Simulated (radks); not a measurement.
Species: Rh3+. Configuration: [Kr] 4d6.

Method: scalar-relativistic Kohn-Sham, BLYP, spin-polarised, spherical densities, point nucleus; open shells are filled with parallel spins first (spin-orbit coupling, left out, can overturn this in heavy ions); computed with a radial shooting solver on a logarithmic mesh with Libxc functionals.

Energy parts (eV):
part                       energy
total                 -130141.445
kinetic                134793.118
electron-nucleus      -312603.184
Hartree                 51425.529
exchange-correlation    -3756.908

Orbitals (lengths in bohr, moments of r in powers of bohr; r(max) is where P^2 peaks):
orbital,occ.,eigenvalue (eV),r(max)
1s down,1,-23079.57,0.02117
1s up,1,-23079.56,0.02117
2s up,1,-3377.753,0.1198
2s down,1,-3377.048,0.1198
2p up,3,-3031.205,0.09575
2p down,3,-3030.670,0.09574
3s up,1,-633.3917,0.3514
3s down,1,-633.0264,0.3515
3p up,3,-519.5514,0.3446
3p down,3,-519.1367,0.3447
3d up,5,-337.5339,0.2911
3d down,5,-336.8926,0.2913
4s up,1,-119.5858,0.8801
4s down,1,-116.5411,0.8770
4p up,3,-87.1555,0.9406
4p down,3,-83.9955,0.9373
4d up,5,-40.5936,1.110
4d down,1,-37.5790,1.110
5s up,0,-30.3823,2.208
5s down,0,-29.1508,2.259
5p up,0,-23.1693,2.556
5p down,0,-22.3517,2.628

The highest occupied level is 4d down at -37.579 eV. Summed over all electrons, <r^2> = 26.35 bohr^2, which gives a Langevin (diamagnetic) susceptibility term of -20.9 x 10^-6 cm^3/mol. Spin moment in Bohr magnetons: 4. For comparison, the ionisation energy in NIST's Atomic Spectra Database is 42 eV (theoretical). In exact Kohn-Sham theory the highest level is minus the ionisation energy, but local and semilocal functionals leave it too shallow, through self-interaction and a potential that decays too fast; potentials with the right tail come closer.
